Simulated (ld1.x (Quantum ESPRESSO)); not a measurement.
boron (B): one change to a TM potential, before and after

B (Z = 5), norm-conserving Troullier–Martins (Kleinman–Bylander form), made with ld1.x (Quantum ESPRESSO) 7.5 (PBE, scalar-relativistic). Core [He], reference 2s2 2p1. Waves: 2p (bound): rc 2.95 bohr; 2s (bound): rc 1.05 bohr. Local part: the s channel. Core correction: a·sin(br)/r model core, default radius (core density twice the valence density).

Change: all radii but the core radius scaled by about 0.94 (s 1.00, p 2.78 bohr).

Cutoffs: the cutoffs (Ry, on a coarse ladder) from which the occupation-weighted sum of valence levels, in a spherical-Bessel basis at the reference potential, stays within 10 and 1 mRy of its value at 400 Ry; they do not see the model core or the augmentation charge, which bear on the density cutoff. Errors are all-electron minus pseudo energies relative to the spin-unpolarised reference configuration.

Question: How do hardness, ghosts and transferability respond?

Answer: The potential gets harder (45 Ry and 110 Ry → 55 Ry and 140 Ry); of the 7 tests that both files solve, the error grows in 0 and shrinks in 6 by more than 15 % and 0.3 meV (median size 44.9 → 32.9 meV); neither file shows a bound ghost. A smaller radius makes the pseudo-wave follow the all-electron one further in, where it bends more sharply, so more plane waves are needed. Less of the atom is replaced, so other configurations are described better.

| quantity | base | changed |
| --- | --- | --- |
| cutoff, loose | 45 Ry | 55 Ry |
| cutoff, tight | 110 Ry | 140 Ry |
| loose cutoff by channel (10 mRy a level) | p 12 Ry, s 18 Ry | p 12 Ry, s 45 Ry |
| bound ghosts | none | none |
| error for 2s2 2p0, meV [ΔE 8.22 eV] | +81 | +62 |
| error for 2s1 2p0, meV [ΔE 33.64 eV] | +262 | +208 |
| error for 2s2 2p0.5, meV [ΔE 2.89 eV] | +11 | +8.2 |
| error for 2s2 2p1.3, meV [ΔE -0.74 eV] | +0.9 | +0.7 |
| error for 2s1 2p1, meV [ΔE 14.36 eV] | -45 | -33 |
| error for 2s1 2p2, meV [ΔE 5.85 eV] | -17 | -12 |
| error for 2s0 2p3, meV [ΔE 11.72 eV] | -70 | -48 |
